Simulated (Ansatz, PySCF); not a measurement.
Reaction (SMILES): COB(C)OC + 2 B (BH3) + 2 O (H2O) -> BC (CH5B) [methylborane] + 2 BO (H3BO) + 2 CO (CH4O) [methanol]
Each molecule is optimised on its own at B3LYP-D3(BJ)/def2-TZVP (Ansatz, an electronic-structure program), one conformer each, not searched for the lowest. Frequencies are from Ansatz or PySCF.

Wanted: bond separation energy (0 K, with B3LYP-D3(BJ) harmonic zero-point energies), in kcal/mol. Correlated levels leave the core frozen unless marked. Spin-orbit coupling is left out. No relativistic terms. CBS marks a two-point X^-3 extrapolation of the correlation energy; Hartree-Fock from the larger set. [CCSD(T)-MP2]/basis is that difference in the basis named.

```csv
level,program,bond separation energy (kcal/mol)
PBE/def2-TZVPD,Ansatz,-5.8
BLYP-D3(BJ)/def2-TZVPD,Ansatz + dftd3,-2.9
revPBE-D3(BJ)/def2-TZVPD,Ansatz + dftd3,-3.2
B97M-V/def2-TZVPD,Ansatz,-0.8
PBE0/def2-SVP,Ansatz,-9.2
PBE0-D3(BJ)/def2-TZVP,Ansatz + dftd3,-3.4
r2SCAN0-D4/def2-TZVPD,Ansatz + dftd4,-0.6
```

Problem. Estimate the value at RI-MP2/CBS(cc-pVTZ,cc-pVQZ)+[CCSD(T)-MP2]/cc-pVTZ as computed with Ansatz.

Solution. -0.1 kcal/mol, so r2SCAN0-D4/def2-TZVPD differs from it by -0.5 kcal/mol.
